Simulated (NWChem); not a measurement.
Species: C$_{3}$H$_{5}$, doublet; SMILES C=[C]C

Program: NWChem. Pople sets run with spherical d functions. Spin-unrestricted. Coordinates come from a PBE0/def2-SVP, spin-unrestricted optimisation. No stability test was run on the SCF state. Level M06-L/6-31G*: energy and gradient on several grids; changes count from the extra-fine grid, which is no exact limit either.

Q: Which is the coarsest grid (xfine; coarse; medium; xcoarse; fine) from which on the energy stays within 500 μHa and each gradient component within 500 μHa/bohr of xfine?

A: medium.
```
grid     size of the energy change (μHa)  largest change of a gradient component (μHa/bohr)  time, medium = 1 (rough)
-------  -------------------------------  -------------------------------------------------  ------------------------
xcoarse                             8000                                               7000                       0.5
coarse                              1000                                               1000                   about 1
medium                                20                                                100                   about 1
fine                                < 10                                               < 30                   about 1
xfine                               < 10                                               < 30                         5
```
